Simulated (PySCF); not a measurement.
Compound: CH12B2N2Si.
InChI=1S/CH12B2N2Si/c6-1-3-4-2-5-3/h3H,1-2,4-5H2,6H3

Torsions of this conformer, `[SiH3:1][CH2:2][BH-:3]1[NH2+:4][BH2-:5][NH2+:6]1`: Si1–C2–B3–N4 69°.

The closed-shell ground state was solved at several levels (PySCF, density fitting, gas phase, non-relativistic). Isolated species at its PBE0-D3(BJ)/def2-SVP geometry (one conformer only).

| level | basis functions | total energy (Eh) | HOMO (eV) | LUMO (eV) | gap (eV) | dipole (D) |
| --- | --- | --- | --- | --- | --- | --- |
| wB97X-D/pcSseg-1 | 169 | -494.0261 | -9.82 | 2.52 | 12.34 | 1.06 |
| PBE0/pcSseg-1 | 169 | -493.7110 | -7.94 | 0.72 | 8.66 | 1.08 |
| B3LYP/pcSseg-1 | 169 | -494.1276 | -7.72 | 0.42 | 8.14 | 1.06 |
| BHandHLYP/pcSseg-1 | 169 | -493.9611 | -9.19 | 1.45 | 10.64 | 1.05 |
| BLYP/pcSseg-1 | 169 | -493.9685 | -6.49 | -0.10 | 6.39 | 1.07 |
| PBE0/6-311+G(2d,p) | 242 | -493.8169 | -7.90 | -0.14 | 7.76 | 1.09 |

**Question.** Estimate the row for wB97X-D/def2-SVPD, a basis of 220 functions; the other rows only guide the guess.

**Answer.** Total energy -493.8388 Eh, HOMO -9.81 eV, LUMO 1.69 eV, gap 11.50 eV, dipole 1.04 D.

**Question.** Over all these levels, which gives the widest orbital gap and which the narrowest?

**Answer.** wB97X-D/pcSseg-1 (range-separated hybrid) has the widest, 12.34 eV, and BLYP/pcSseg-1 (GGA) the narrowest, 6.39 eV. The two share the basis. From the narrowest to the widest the HOMO moves by -3.33 eV and the LUMO by +2.62 eV.

**Question.** In the pcSseg-1 basis, how does the gap go with the fixed share of exact exchange?

**Answer.** BLYP (0 %) 6.39 eV; B3LYP (20 %) 8.14 eV; PBE0 (25 %) 8.66 eV; BHandHLYP (50 %) 10.64 eV. Each rise in the share widens the gap here.

**Question.** How far do the dipole and the HOMO energy spread over the levels?

**Answer.** The dipole runs from 1.04 to 1.09 D (mean 1.06 D) and the HOMO from -9.82 to -6.49 eV.

wB97X-D is run here without its empirical dispersion term; that term would change no orbital, density or response property at a fixed geometry.
